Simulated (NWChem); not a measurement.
System: CF₂I, doublet; SMILES F[C](F)I

Here is an NWChem input.

```
start job
memory heap 200 mb stack 900 mb global 1100 mb
geometry units angstroms noautoz
  F     -0.082833     1.914946    -1.073215
  C      0.335478     1.295438     0.000000
  F     -0.082833     1.914946     1.073215
  I     -0.015159    -0.811391     0.000000
end
basis spherical
  F library def2-svp
  C library def2-svp
  I library def2-svp
end
ecp
  I library def2-ecp
end
dft
  odft
  mult 2
  xc becke88 perdew86
  iterations 150
  mulliken
end
task dft energy
```

Parts of the log:

```
             Northwest Computational Chemistry Package (NWChem) 7.3.0
             --------------------------------------------------------

 CS  symmetry detected

                             Geometry "geometry" -> ""
                             -------------------------

 Output coordinates in angstroms (scale by  1.889725989 to convert to a.u.)

  No.       Tag          Charge          X              Y              Z
 ---- ---------------- ---------- -------------- -------------- --------------
    1 F                    9.0000    -0.08448370    -1.92461734    -1.07321500
    2 C                    6.0000     0.33553393    -1.30626514     0.00000000
    3 F                    9.0000    -0.08448370    -1.92461734     1.07321500
    4 I                   53.0000    -0.00929239     0.80152270     0.00000000

 Effective nuclear repulsion energy (a.u.)     314.7107529116

      Symmetry information
      --------------------

 Group name             Cs
 Group number              2
 Group order               2
 No. of unique centers     3

 Summary of "ao basis" -> "ao basis" (spherical)
 ------------------------------------------------------------------------------
       Tag                 Description            Shells   Functions and Types
 ---------------- ------------------------------  ------  ---------------------
 F                          def2-svp                 6       14   3s2p1d
 C                          def2-svp                 6       14   3s2p1d
 I                          def2-svp                10       26   4s4p2d

      Symmetry analysis of basis
      --------------------------

        a'         42
        a"         26

            General Information
            -------------------
          SCF calculation type: DFT
          Wavefunction type:  spin polarized.
          No. of atoms     :     4
          No. of electrons :    49
           Alpha electrons :    25
            Beta electrons :    24
          Charge           :     0
          Spin multiplicity:     2
          Use of symmetry is: on ; symmetry adaption is: on
          Maximum number of iterations: 150
          AO basis - number of functions:    68
                     number of shells:    28
          Convergence on energy requested:  1.00D-06
          Convergence on density requested:  1.00D-05
          Convergence on gradient requested:  5.00D-04

              XC Information
              --------------
                    Becke 1988 Exchange Functional  1.000
                Perdew 1981 Correlation Functional  1.000 local
                Perdew 1986 Correlation Functional  1.000 non-local

             Grid Information
             ----------------
          Grid used for XC integration:  medium
          Radial quadrature: Mura-Knowles
          Angular quadrature: Lebedev.
          Tag              B.-S. Rad. Rad. Pts. Rad. Cut. Ang. Pts.
          ---              ---------- --------- --------- ---------
          F                   0.50       49           8.0       434
          C                   0.70       49           8.0       434
          I                   1.40      123           8.0       590
          Grid pruning is: on
          Number of quadrature shells:   221
          Spatial weights used:  Erf1

      Superposition of Atomic Density Guess
      -------------------------------------

 Sum of atomic energies:        -583.33695314

      Non-variational initial energy
      ------------------------------

 Total energy =    -533.671608
 1-e energy   =   -1209.257430
 2-e energy   =     493.501979
 HOMO         =      -0.112228
 LUMO         =       0.074270

   Symmetry analysis of molecular orbitals - initial alpha
   -------------------------------------------------------

  Numbering of irreducible representations:

     1 a'          2 a"

  Orbital symmetries:

     1 a'          2 a"          3 a'          4 a'          5 a'
     6 a"          7 a'          8 a'          9 a"         10 a'
    11 a"         12 a'         13 a'         14 a"         15 a'
    16 a'         17 a"         18 a'         19 a'         20 a"
    21 a"         22 a'         23 a'         24 a"         25 a'
    26 a'         27 a"         28 a'         29 a'         30 a'
    31 a'         32 a"         33 a'         34 a"         35 a'

   Symmetry analysis of molecular orbitals - initial beta
   ------------------------------------------------------

  Numbering of irreducible representations:

     1 a'          2 a"

  Orbital symmetries:

     1 a'          2 a"          3 a'          4 a'          5 a'
     6 a"          7 a'          8 a'          9 a"         10 a'
    11 a"         12 a'         13 a'         14 a"         15 a'
    16 a'         17 a"         18 a'         19 a'         20 a"
    21 a"         22 a'         23 a'         24 a"         25 a'
    26 a'         27 a"         28 a'         29 a'         30 a'
    31 a'         32 a"         33 a'         34 a"         35 a'

     ---------------------------------------------
      Total Density - Mulliken Population Analysis
     ---------------------------------------------

    Atom       Charge   Shell Charges
 -----------   ------   -------------------------------------------------------
    1 F    9     9.33   1.99  1.14  0.76  3.42  2.02  0.01
    2 C    6     5.08   1.99  0.91  0.43  1.13  0.51  0.10
    3 F    9     9.33   1.99  1.14  0.76  3.42  2.02  0.01
    4 I   25    25.26   1.83  0.22  1.24  0.66  2.93  3.13  2.62  2.60  9.83  0.21

     --------------------------------------------
      Spin Density - Mulliken Population Analysis
     --------------------------------------------

    Atom       Charge   Shell Charges
 -----------   ------   -------------------------------------------------------
    1 F    9     0.05   0.00  0.00 -0.00  0.05 -0.00  0.00
    2 C    6     0.63   0.00  0.12  0.17  0.21  0.14  0.00
    3 F    9     0.05   0.00  0.00 -0.00  0.05 -0.00  0.00
    4 I   25     0.27  -0.00  0.00  0.01 -0.00 -0.01  0.01  0.12  0.13  0.00  0.01

   convergence    iter        energy       DeltaE   RMS-Dens  Diis-err
 ---------------- ----- ----------------- --------- --------- ---------
 d= 0,ls=0.0,diis     1   -535.2006787683 -7.17D+02  2.04D-02  3.38D-01
                                                     1.83D-02  3.09D-01
 d= 0,ls=0.0,diis     2   -534.4302707929  7.70D-01  1.55D-02  1.79D+00
                                                     1.65D-02  1.89D+00
 d= 0,ls=0.0,diis     3   -535.3356753286 -9.05D-01  8.28D-03  4.38D-02
                                                     5.34D-03  3.97D-02
 d= 0,ls=0.0,diis     4   -535.3486101439 -1.29D-02  2.21D-03  3.35D-02
                                                     2.06D-03  3.44D-02
 d= 0,ls=0.0,diis     5   -535.3664030712 -1.78D-02  4.61D-04  8.89D-04
                                                     4.92D-04  9.90D-04
  Resetting Diis
 d= 0,ls=0.0,diis     6   -535.3669746492 -5.72D-04  1.10D-04  4.81D-05
                                                     1.39D-04  5.89D-05
 d= 0,ls=0.0,diis     7   -535.3670066801 -3.20D-05  8.63D-05  2.95D-06
                                                     4.27D-05  1.82D-06
 d= 0,ls=0.0,diis     8   -535.3670033888  3.29D-06  4.79D-05  7.81D-06
                                                     3.83D-05  8.27D-06
 d= 0,ls=0.0,diis     9   -535.3670082460 -4.86D-06  1.26D-05  3.29D-07
                                                     7.93D-06  2.42D-07
 d= 0,ls=0.0,diis    10   -535.3670083966 -1.51D-07  3.46D-06  2.51D-08
                                                     4.25D-06  2.56D-08

         Total DFT energy =     -535.367008396638
      One electron energy =    -1209.270528173118
           Coulomb energy =      540.468286625521
    Exchange-Corr. energy =      -48.648610749669
 Nuclear repulsion energy =      182.083843900628

 Numeric. integr. density =       48.999997457112

                  Occupations of the irreducible representations
                  ----------------------------------------------

                     irrep           alpha         beta
                     --------     --------     --------
                     a'               16.0         15.0
                     a"                9.0          9.0

                    DFT Final Alpha Molecular Orbital Analysis
                    ------------------------------------------

 Vector   23  Occ=1.000000D+00  E=-2.657773D-01  Symmetry=a'
              MO Center=  4.5D-02,  4.4D-01, -2.1D-16, r^2= 2.5D+00
   Bfn.  Coefficient  Atom+Function         Bfn.  Coefficient  Atom+Function
  ----- ------------  ---------------      ----- ------------  ---------------
    53      0.537030  4 I  px                56      0.456167  4 I  px
    54      0.223127  4 I  py                50     -0.217051  4 I  px
    47     -0.175799  4 I  px                57      0.174524  4 I  py
    18      0.162227  2 C  px                 4      0.132285  1 F  px
    32      0.132285  3 F  px                21      0.101626  2 C  px

 Vector   24  Occ=1.000000D+00  E=-2.553776D-01  Symmetry=a"
              MO Center= -3.3D-03,  7.1D-01, -1.5D-16, r^2= 2.1D+00
   Bfn.  Coefficient  Atom+Function         Bfn.  Coefficient  Atom+Function
  ----- ------------  ---------------      ----- ------------  ---------------
    55      0.618538  4 I  pz                58      0.529894  4 I  pz
    52     -0.249098  4 I  pz                49     -0.201594  4 I  pz
     5     -0.092501  1 F  py                33      0.092501  3 F  py
     8      0.064504  1 F  py                36     -0.064504  3 F  py
    23      0.044017  2 C  pz                 3      0.034356  1 F  s

 Vector   25  Occ=1.000000D+00  E=-1.975350D-01  Symmetry=a'
              MO Center=  3.3D-01, -7.1D-01,  7.1D-17, r^2= 2.9D+00
   Bfn.  Coefficient  Atom+Function         Bfn.  Coefficient  Atom+Function
  ----- ------------  ---------------      ----- ------------  ---------------
    18      0.479951  2 C  px                17      0.411196  2 C  s
    56     -0.303992  4 I  px                53     -0.294670  4 I  px
    21      0.277756  2 C  px                16      0.250221  2 C  s
     4      0.246797  1 F  px                32      0.246797  3 F  px
    54      0.245966  4 I  py                57      0.242902  4 I  py

 Vector   26  Occ=0.000000D+00  E=-8.008266D-02  Symmetry=a'
              MO Center=  4.1D-02,  5.7D-03,  4.8D-16, r^2= 3.1D+00
   Bfn.  Coefficient  Atom+Function         Bfn.  Coefficient  Atom+Function
  ----- ------------  ---------------      ----- ------------  ---------------
    57      0.798043  4 I  py                17      0.575995  2 C  s
    19      0.442897  2 C  py                22      0.423493  2 C  py
    46     -0.386770  4 I  s                 54      0.341621  4 I  py
    18     -0.295830  2 C  px                16      0.288157  2 C  s
    21     -0.260705  2 C  px                45     -0.189398  4 I  s

 Vector   27  Occ=0.000000D+00  E= 8.793922D-02  Symmetry=a"
              MO Center=  3.2D-01, -8.7D-01,  2.9D-15, r^2= 2.6D+00
   Bfn.  Coefficient  Atom+Function         Bfn.  Coefficient  Atom+Function
  ----- ------------  ---------------      ----- ------------  ---------------
    23      1.083657  2 C  pz                 3      0.553058  1 F  s
    31     -0.553058  3 F  s                 20      0.519897  2 C  pz
    58     -0.278888  4 I  pz                65     -0.241200  4 I  d -1
     8      0.227052  1 F  py                36     -0.227052  3 F  py
     5     -0.199789  1 F  py                33      0.199789  3 F  py

 Vector   28  Occ=0.000000D+00  E= 1.112787D-01  Symmetry=a'
              MO Center=  4.2D-02, -1.5D+00, -6.1D-15, r^2= 2.4D+00
   Bfn.  Coefficient  Atom+Function         Bfn.  Coefficient  Atom+Function
  ----- ------------  ---------------      ----- ------------  ---------------
    17      0.970607  2 C  s                 22     -0.846917  2 C  py
     3     -0.647160  1 F  s                 31     -0.647160  3 F  s
    21     -0.463627  2 C  px                46      0.421523  4 I  s
     9     -0.381730  1 F  pz                19     -0.382202  2 C  py
    37      0.381730  3 F  pz                45     -0.314482  4 I  s

                     DFT Final Beta Molecular Orbital Analysis
                     -----------------------------------------

 Vector   22  Occ=1.000000D+00  E=-3.535683D-01  Symmetry=a'
              MO Center=  4.4D-02, -5.6D-01, -1.2D-14, r^2= 3.2D+00
   Bfn.  Coefficient  Atom+Function         Bfn.  Coefficient  Atom+Function
  ----- ------------  ---------------      ----- ------------  ---------------
    54      0.404369  4 I  py                 5     -0.317475  1 F  py
    33     -0.317475  3 F  py                19     -0.250886  2 C  py
     8      0.220831  1 F  py                36      0.220831  3 F  py
    57      0.218058  4 I  py                17     -0.194750  2 C  s
    16     -0.179026  2 C  s                 51     -0.157912  4 I  py

 Vector   23  Occ=1.000000D+00  E=-2.587812D-01  Symmetry=a'
              MO Center=  1.5D-02,  6.1D-01,  1.0D-13, r^2= 2.3D+00
   Bfn.  Coefficient  Atom+Function         Bfn.  Coefficient  Atom+Function
  ----- ------------  ---------------      ----- ------------  ---------------
    53      0.574650  4 I  px                56      0.496505  4 I  px
    50     -0.232625  4 I  px                47     -0.188228  4 I  px
    54      0.175416  4 I  py                57      0.147320  4 I  py
    18      0.094384  2 C  px                 4      0.093826  1 F  px
    32      0.093826  3 F  px                 7     -0.069909  1 F  px

 Vector   24  Occ=1.000000D+00  E=-2.529337D-01  Symmetry=a"
              MO Center= -4.1D-03,  7.1D-01, -7.2D-14, r^2= 2.1D+00
   Bfn.  Coefficient  Atom+Function         Bfn.  Coefficient  Atom+Function
  ----- ------------  ---------------      ----- ------------  ---------------
    55      0.617169  4 I  pz                58      0.531908  4 I  pz
    52     -0.248868  4 I  pz                49     -0.201326  4 I  pz
     5     -0.091912  1 F  py                33      0.091912  3 F  py
     8      0.063973  1 F  py                36     -0.063973  3 F  py
    23      0.041641  2 C  pz                 3      0.033135  1 F  s

 Vector   25  Occ=0.000000D+00  E=-1.357746D-01  Symmetry=a'
              MO Center=  4.1D-01, -6.8D-01, -1.3D-14, r^2= 2.8D+00
   Bfn.  Coefficient  Atom+Function         Bfn.  Coefficient  Atom+Function
  ----- ------------  ---------------      ----- ------------  ---------------
    17      0.549428  2 C  s                 18      0.437363  2 C  px
    57      0.362731  4 I  py                21      0.302676  2 C  px
    16      0.293704  2 C  s                 54      0.287381  4 I  py
    56     -0.246748  4 I  px                 4      0.223396  1 F  px
    32      0.223396  3 F  px                53     -0.215827  4 I  px

 Vector   26  Occ=0.000000D+00  E=-6.454931D-02  Symmetry=a'
              MO Center=  8.7D-02, -2.1D-01,  6.0D-14, r^2= 3.2D+00
   Bfn.  Coefficient  Atom+Function         Bfn.  Coefficient  Atom+Function
  ----- ------------  ---------------      ----- ------------  ---------------
    57      0.759502  4 I  py                17      0.514278  2 C  s
    19      0.426830  2 C  py                22      0.407207  2 C  py
    46     -0.391968  4 I  s                 18     -0.365566  2 C  px
    21     -0.340788  2 C  px                54      0.292125  4 I  py
    16      0.256374  2 C  s                  5      0.146752  1 F  py

[...]
```

Level: BP86/def2-SVP with def2 effective core potentials on I, spin-unrestricted. In the optimisation the excess spin sits in a' (Cs, its own frame). Structure relaxed at the PBE0/def2-SVP, spin-unrestricted level. No stability test was run on the SCF state. def2 effective core potentials on I; no spin-orbit coupling.
